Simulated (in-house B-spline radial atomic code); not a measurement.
The numbers below are computed, except where a source is named.
**Correlation energy from the adiabatic connection: −Z/r, Z = 4.35, wall at 0.668 bohr**

Two electrons in a singlet, external potential −Z/r, Z = 4.35, wall at 0.668 bohr (atomic units). Full CI in B-splines (partial waves to l = 8, correlation up to 0.6 % small) with the density held fixed gives W(λ) = <V_ee>_λ − U, and E_c is the integral of W(λ) − W(0) from 0 to 1.

```tsv
λ	W(λ) − W(0) (hartree)
0	0.00000
0.02	-0.00187
0.05	-0.00468
0.12	-0.01117
0.25	-0.02306
0.4	-0.03652
0.6	-0.05403
0.8	-0.07107
1	-0.08767
```

(1) Integrate the table by the trapezoid rule.

(2) Now use only three numbers: W(0) = -3.3981, the initial slope W'(0) = -0.09386 (extrapolated from the first points) and the strong-coupling limit of the point-charge-plus-continuum model, W∞ = -4.1859. What do second-order theory and the interpolation W(λ) = W∞ + (W(0) − W∞)/√(1 + 2χλ) of Seidl, Perdew and Levy give?

Answers

(1) The strips give -0.00002, -0.00010, -0.00055, -0.00222, -0.00447, -0.00905, -0.01251, -0.01587, which sum to -0.04480 hartree. The direct value, W(1) − W(0) + T_c with T_c = 0.04282, is -0.04484; the curve is convex, so chords lie above it and the trapezoids fall short in size by 0.09 %.

(2) Second order keeps the slope alone: E_c = W'(0)/2 = -0.04693, +5 % in size against -0.04484. Matching the slope fixes χ = W'(0)/(W∞ − W(0)) = -0.09386/(-0.78780) = 0.11914. Integrating, with s = √(1 + 2χ) = 1.112782, E_c = −(W(0) − W∞)(s − 1)/(s + 1) = −0.78780 × 0.112782/2.112782 = -0.04205 hartree, -6.2 % in size against the full result. At λ = 1 the formula gives W − W(0) = -0.07984 against -0.08767. Part of the miss can come from the model's W∞.
